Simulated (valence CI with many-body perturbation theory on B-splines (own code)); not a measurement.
# Energy levels of Ni21+

Computed by configuration interaction combined with many-body perturbation theory (CI+MBPT): five valence electrons over a frozen Dirac-Fock core [He], a basis of 11 s, 11 p, 10 d, 8 f, 5 g, 2 h functions for each j, with the one-electron correlation potential Σ1 (screened to all orders), the two-electron term Σ2, the three-electron term Σ3, Breit, model QED; selected single and double excitations, second order for the rest, scaled by the run's own slope (own B-spline code, finite nucleus).

No measured spectrum was set against this ion. As an estimate, levels of excited configurations hold to 0.05 to 0.15 % of their energy, terms of the ground configuration to about 0.5 %. Among the levels kept, up to 5500 cm⁻¹ of a level comes from second order outside the variational space, and about a tenth of that is noise between levels of different J, which matters for small intervals.

Levels 1 to 45 of 205, with energies above the lowest level, 2s²2p³ ⁴S°_3/2. "Leading %" is the weight of the configuration and term that name the level; weights of strongly mixed levels are sums over their largest components and can fall short, so below about 35 % the name and the second component can differ from the true leading terms, or belong to a minority configuration. Lifetimes count E1, E2, E3, M1 and M2 decay at the calculated energies, and are blank where another channel may lead or the interval is too uncertain; long ones can be off by a factor of two.

| No. | Configuration | Term | J | E (eV) | Leading % | Second component | Lifetime |
| --- | --- | --- | --- | --- | --- | --- | --- |
| 1 | 2s²2p³ | ⁴S° | 3/2 | 0.0 | 80 | 15 % 2s²2p³ ²P° |  |
| 2 | 2s²2p³ | ²D° | 3/2 | 19.6 | 70 | 16 % 2s²2p³ ²P° | 25.0 μs |
| 3 | 2s²2p³ | ²D° | 5/2 | 26.0 | 100 |  | 183 μs |
| 4 | 2s²2p³ | ²P° | 1/2 | 37.6 | 98 |  | 11.8 μs |
| 5 | 2s²2p³ | ²P° | 3/2 | 49.6 | 68 | 26 % 2s²2p³ ²D° | 5.01 μs |
| 6 | 2s2p⁴ | ⁴P | 5/2 | 105.2 | 96 | 4 % 2s2p⁴ ²D | 66.9 ps |
| 7 | 2s2p⁴ | ⁴P | 3/2 | 116.9 | 97 |  | 45.1 ps |
| 8 | 2s2p⁴ | ⁴P | 1/2 | 120.0 | 92 | 8 % 2s2p⁴ ²S | 39.7 ps |
| 9 | 2s2p⁴ | ²D | 3/2 | 145.9 | 89 | 8 % 2s2p⁴ ²P | 18.3 ps |
| 10 | 2s2p⁴ | ²D | 5/2 | 149.3 | 96 | 4 % 2s2p⁴ ⁴P | 24.2 ps |
| 11 | 2s2p⁴ | ²S | 1/2 | 166.8 | 65 | 29 % 2s2p⁴ ²P | 10.2 ps |
| 12 | 2s2p⁴ | ²P | 3/2 | 173.6 | 91 | 8 % 2s2p⁴ ²D | 6.71 ps |
| 13 | 2s2p⁴ | ²P | 1/2 | 190.6 | 71 | 27 % 2s2p⁴ ²S | 7.29 ps |
| 14 | 2p⁵ | ²P° | 3/2 | 271.7 | 98 |  | 8.73 ps |
| 15 | 2p⁵ | ²P° | 1/2 | 290.3 | 98 |  | 7.80 ps |
| 16 | 2s²2p²3s | ⁴P | 1/2 | 1056.9 | 71 | 16 % 2s²2p²3s ²P | 438 fs |
| 17 | 2s²2p²3s | ⁴P | 3/2 | 1069.4 | 92 | 6 % 2s²2p²3s ²P | 536 fs |
| 18 | 2s²2p²3s | ²P | 1/2 | 1073.2 | 78 | 20 % 2s²2p²3s ⁴P | 222 fs |
| 19 | 2s²2p²3s | ⁴P | 5/2 | 1075.7 | 71 | 27 % 2s²2p²3s ²D | 480 fs |
| 20 | 2s²2p²3s | ²P | 3/2 | 1079.5 | 58 | 38 % 2s²2p²3s ²D | 229 fs |
| 21 | 2s²2p²3p | ⁴D° | 1/2 | 1084.4 | 50 | 22 % 2s²2p²3p ²P° | 35.8 ps |
| 22 | 2s²2p²3p | ⁴D° | 3/2 | 1091.9 | 52 | 24 % 2s²2p²3p ⁴P° | 21.7 ps |
| 23 | 2s²2p²3p | ²S° | 1/2 | 1096.5 | 40 | 34 % 2s²2p²3p ⁴D° | 40.2 ps |
| 24 | 2s²2p²3s | ²D | 5/2 | 1096.6 | 71 | 26 % 2s²2p²3s ⁴P | 347 fs |
| 25 | 2s²2p²3s | ²D | 3/2 | 1098.4 | 60 | 34 % 2s²2p²3s ²P | 261 fs |
| 26 | 2s²2p²3p | ⁴D° | 3/2 | 1100.2 | 37 | 30 % 2s²2p²3p ²D° | 22.7 ps |
| 27 | 2s²2p²3p | ⁴D° | 5/2 | 1102.8 | 84 | 8 % 2s²2p²3p ⁴P° | 54.5 ps |
| 28 | 2s²2p²3p | ⁴P° | 1/2 | 1104.6 | 59 | 21 % 2s²2p²3p ²S° | 17.5 ps |
| 29 | 2s²2p²3p | ²D° | 5/2 | 1104.8 | 43 | 42 % 2s²2p²3p ⁴P° | 19.3 ps |
| 30 | 2s²2p²3p | ²D° | 3/2 | 1107.2 | 57 | 26 % 2s²2p²3p ⁴P° | 11.2 ps |
| 31 | 2s²2p²3p | ⁴D° | 7/2 | 1109.3 | 74 | 24 % 2s²2p²3p ²F° | 60.6 ps |
| 32 | 2s²2p²3p | ⁴S° | 3/2 | 1111.9 | 55 | 24 % 2s²2p²3p ²P° | 2.28 ps |
| 33 | 2s²2p²3s | ²S | 1/2 | 1114.9 | 84 | 7 % 2s²2p²3s ⁴P | 326 fs |
| 34 | 2s²2p²3p | ²P° | 3/2 | 1115.1 | 63 | 14 % 2s²2p²3p ²D° | 10.3 ps |
| 35 | 2s²2p²3p | ²F° | 5/2 | 1116.6 | 34 | 28 % 2s²2p²3p ⁴P° | 15.1 ps |
| 36 | 2s²2p²3p | ²P° | 1/2 | 1120.3 | 70 | 17 % 2s²2p²3p ²S° | 10.7 ps |
| 37 | 2s²2p²3d | ⁴F | 3/2 | 1123.6 | 56 | 13 % 2s²2p²3d ⁴D | 378 fs |
| 38 | 2s²2p²3d | ⁴F | 5/2 | 1127.4 | 40 | 27 % 2s²2p²3d ⁴D | 146 fs |
| 39 | 2s2p³3s | ⁶S° | 5/2 | 1128.4 | 48 | 24 % 2s²2p²3p ²D° | 10.7 ps |
| 40 | 2s2p³3s | ⁶S° | 5/2 | 1129.3 | 46 | 18 % 2s²2p²3p ²F° | 29.9 ps |
| 41 | 2s²2p²3p | ²D° | 3/2 | 1130.2 | 50 | 26 % 2s²2p²3p ²P° | 4.04 ps |
| 42 | 2s²2p²3p | ²F° | 7/2 | 1130.8 | 74 | 24 % 2s²2p²3p ⁴D° | 25.7 ps |
| 43 | 2s²2p²3p | ²D° | 5/2 | 1133.1 | 76 | 13 % 2s²2p²3p ²F° | 13.4 ps |
| 44 | 2s²2p²3p | ²P° | 1/2 | 1133.8 | 90 | 5 % 2s²2p²3p ²S° | 4.96 ps |
| 45 | 2s²2p²3d | ²P | 3/2 | 1136.9 | 43 | 32 % 2s²2p²3d ⁴F | 166 fs |

Names give the largest LS component (configuration and term), which can be under half, so a name can repeat, a term be missing and a line seem to break the LS rules; names also repeat where a configuration has a term twice.

The ionisation energy to 2s²2p² ³P0 of the next ion comes out as 1879.4 eV (NIST: 1880 ± 5 eV (semi-empirical)). All 205 levels together are meant to be complete up to 1293.8 eV.
